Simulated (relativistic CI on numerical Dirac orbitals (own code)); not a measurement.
# Ho XXXIX: q coefficients and field-shift factors

Method of calculation: Dirac-Coulomb-Breit CI, orbitals from a KLI potential per configuration, derivatives by finite differences, unscaled Slater integrals, QED left out (own radial code, finite nucleus).

Configurations in the expansion (outside the closed core [Ar] 3d10): 4s, 4p, 4d, 4f, 5s, 5p, 5d, 5f. Levels of other configurations are missing.

With x = (α/α₀)² − 1 an excitation energy changes as ω = ω₀ + qx; K = 2q/ω₀ is the relative enhancement. Terms are leading LS components, so labels can repeat. The field-shift factor is F = δν/δ⟨r²⟩ for the transition from the lowest level.

Lowest level 4s 2S_1/2.

```
     Level  ω₀ (cm⁻¹)  q (cm⁻¹)  F (GHz/fm²)
4p 2P°_1/2     661370     86470         -998
4p 2P°_3/2    1141678    645600        -1040
 4d 2D_3/2    2172868    680200        -1040
 4d 2D_5/2    2273898    783200        -1040
4f 2F°_5/2    3378535    775200        -1020
4f 2F°_7/2    3400857    796700        -1020
 5s 2S_1/2    5783233    412900         -545
5p 2P°_1/2    6101566    449500        -1000
5p 2P°_3/2    6324887    707700        -1020
 5d 2D_3/2    6812376    723100        -1020
 5d 2D_5/2    6860863    772500        -1020
5f 2F°_5/2    7348106    769200        -1010
5f 2F°_7/2    7361502    782300        -1010
```

At this charge energies of transitions that change n are usually good to better than 1 %, and those within a shell (Δn = 0) to a few per cent.

(1) Which transition from the lowest level has the largest |K|?

## Answers

(1) 4p 2P°_3/2 at 1141678 cm⁻¹, K = 1.13.
